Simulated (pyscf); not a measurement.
# `[O]=[MoH](=[O])[Cl]`, singlet

Gas-phase minimum from PySCF at ωB97X-D3(BJ)/def2-SVP, one conformer. 

```
Mo
O 1 1.6561
O 1 1.6562 2 107.92
H 1 1.7017 2 104.01 3 -110.12
Cl 1 2.2577 2 114.24 4 -121.60
```

Properties at ωB97X-D3(BJ)/def2-SVP:

- Harmonic wavenumbers, unscaled: 181, 188, 347, 451, 635, 674, 1079, 1118, 2018 cm⁻¹
- Zero-point energy: 9.6 kcal/mol
- Rotational symmetry number: 1
- Entropy of this conformer at 298 K and 1 atm, rigid rotor and harmonic oscillator, modes under 100 cm⁻¹ raised to 100: 314.0 J/(mol K)
- Dipole moment: 1.42 D

Single-point totals, which compare only within one level (frozen core for MP2 and CC):

| level | total energy (hartree) |
|---|---|
| ωB97X-D3(BJ)/def2-TZVP | -679.69906 |
| PBE/def2-TZVP | -679.38311 |
| r²SCAN/def2-TZVP | -679.61990 |
| B3LYP-D3(BJ)/def2-TZVP | -679.71380 |
| PBE0-D3(BJ)/def2-TZVP | -679.34104 |
| M06-2X/def2-TZVP | -679.44813 |
| ωB97M-D3(BJ)/def2-TZVP | -679.68947 |
| HF/def2-TZVPP | -677.46583 |
| MP2/def2-TZVPP | -678.75634 |
| CCSD/def2-TZVPP | -678.68151 |
| CCSD(T)/def2-TZVPP | -678.76054 |

The CCSD(T) − MP2 part came from Ansatz, without density fitting, on the same reference. The frozen core leaves the outer d or s,p core shells of the metals and heavy elements correlated in the MP2 and CC values, and def2-TZVPP describes them poorly, so these totals are far from the basis limit. Elements past Kr carry the def2 core potentials, without spin-orbit coupling.
